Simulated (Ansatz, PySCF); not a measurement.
F₅Te, SMILES F[Te](F)(F)(F)F, multiplicity 2. Atoms are numbered in the order given.

```xyz
6

F     -1.3730    -1.3730     0.1057
Te     0.0000     0.0000     0.0824
F      1.3730    -1.3730     0.1057
F     -1.3730     1.3730     0.1057
F      0.0000     0.0000    -1.8012
F      1.3730     1.3730     0.1057
```
Charge 0, spin multiplicity 2.

Coordinates come from a B3LYP-D3(BJ)/def2-SVP optimisation. The isomer is the one that the SMILES or the coordinates give; other isomers of the formula were not compared. The def2 effective core potentials stand for the cores of Te; spin–orbit coupling is left out.

Two levels are set side by side: PBE-D3(BJ)/def2-SVP (Ansatz, a first-principles code) and B3LYP-D3(BJ)/def2-SVP (Ansatz). Each level has its own optimised geometry; the coordinates shown are those of the second. Frequencies come from the Hessian of PySCF at each geometry. Differences are taken from unrounded values.

| quantity | B3LYP-D3(BJ) |
|---|---|
| mean bond length (Å) | 1.930 |
| bond F1–Te2 (Å) | 1.942 |
| bond Te2–F3 (Å) | 1.942 |
| bond Te2–F4 (Å) | 1.942 |
| bond Te2–F5 (Å) | 1.884 |
| bond Te2–F6 (Å) | 1.942 |
| highest harmonic wavenumber (cm⁻¹) | 693 |
| mean harmonic wavenumber (cm⁻¹) | 377 |
| zero-point energy (kcal/mol) | 6.47 |

Problem. What does PBE-D3(BJ) give, and how far is it from B3LYP-D3(BJ)? (Estimate from the structure and the level; the computed values follow.)

Solution. 
```csv
quantity,PBE-D3(BJ),PBE-D3(BJ) minus B3LYP-D3(BJ)
mean bond length (Å),1.949,0.019
bond F1–Te2 (Å),1.961,0.019
bond Te2–F3 (Å),1.961,0.019
bond Te2–F4 (Å),1.961,0.019
bond Te2–F5 (Å),1.904,0.021
bond Te2–F6 (Å),1.961,0.019
highest harmonic wavenumber (cm⁻¹),660,-33
mean harmonic wavenumber (cm⁻¹),359,-18
zero-point energy (kcal/mol),6.16,-0.31
```

GGA bonds tend to be longer and softer than those of functionals with exact exchange. Differences between two approximate levels are no errors against the true value.
